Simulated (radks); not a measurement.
Fractional charge and spin in the 5d shell of lead: the spin-up occupation runs from 4 to 5 and the spin-down occupation from 4 to 5; the fullest corner is Pb3+, [Xe] 4f14 6s(up 0.5, down 0.5) 5d(up 5, down 5). All-electron calculation, scalar-relativistic Kohn-Sham, SCAN, spin-polarised, spherical densities, finite nucleus; meta-GGA in the generalised Kohn-Sham scheme; Fermi nuclear charge, rms radius of each element as measured or else 0.836 A^(1/3) + 0.57 fm. Program: a radial shooting solver on a logarithmic mesh with Libxc functionals. Energy (eV) minus the two flat planes that join the four corners (they meet along the diagonal where the two added fractions sum to one electron); zero is where a piecewise linear energy would lie.

down \ up,4,4.25,4.5,4.75,5
4,0.000,-1.510,-2.004,-1.495,0.000
4.25,-1.510,-1.937,-1.361,0.197,-1.429
4.5,-2.004,-1.361,0.263,-1.299,-1.895
4.75,-1.495,0.197,-1.299,-1.831,-1.417
5,0.000,-1.429,-1.895,-1.417,0.000

Corners above the fullest one (they belong to Pb4+ and the next ion): (up 5, down 4) 57.464 eV, (up 4, down 5) 57.464 eV, (up 4, down 4) 131.59 eV. With half an added electron in each spin the energy lies 0.263 eV from the planes, and with half an added electron in spin up alone -2.004 eV. The planes are only a guide here: the flat-plane condition holds for ground states with one frontier orbital, while this shell lies below other occupied shells, so the corners above the fullest one are inner-hole states and not the ground states of those ions.
